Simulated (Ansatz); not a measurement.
Computed with Ansatz on PBE0-D4/def2-TZVP structures; ΔE is electronic, products minus reactants. CCSD(T)/CBS is the MP2 limit (def2-TZVPP, def2-QZVPP) plus CCSD(T) − MP2 in def2-TZVPP, frozen cores. DFT in def2-TZVPP. For Ge outer-core shells are correlated without core-valence functions, which leaves a few kJ/mol of doubt a bond. Scalar relativity is left out up to krypton. One conformer a species, not always the lowest.

Consider the ligand exchange at a B–O bond: `B[O][Al]([Cl])[Cl]` + `O[SiH2][GeH3]` → `BO[SiH2][GeH3]` + `[OH][Al]([Cl])[Cl]`.

| species | ωB97M-V energy (Eh) |
| --- | --- |
| `B[O][Al]([Cl])[Cl]` | -1264.32562 |
| `O[SiH2][GeH3]` | -2445.22803 |
| `BO[SiH2][GeH3]` | -2470.69958 |
| `[OH][Al]([Cl])[Cl]` | -1238.85585 |

Q: Work out ΔE.

A: ΔE = (-2470.69958) + (-1238.85585) − (-1264.32562) − (-2445.22803) = -0.00178 Eh = -1.1 kcal/mol. CCSD(T)/CBS gives -1.1 kcal/mol.

Largest T1 diagnostic among the species: 0.013.

In def2-TZVPP, CCSD(T) changes the Hartree–Fock value by −2.6 kcal/mol (the triples alone add −0.4 kcal/mol) and MP2 by −2.7 kcal/mol. The D4 term adds −0.7 kcal/mol with B3LYP and −0.4 kcal/mol with PBE0; it sums over pairs of atoms, weighted by their polarisabilities, and B3LYP, whose exchange is more repulsive, gets the larger term.

B3LYP here is the variant with VWN-RPA as its local correlation; programs differ in this.
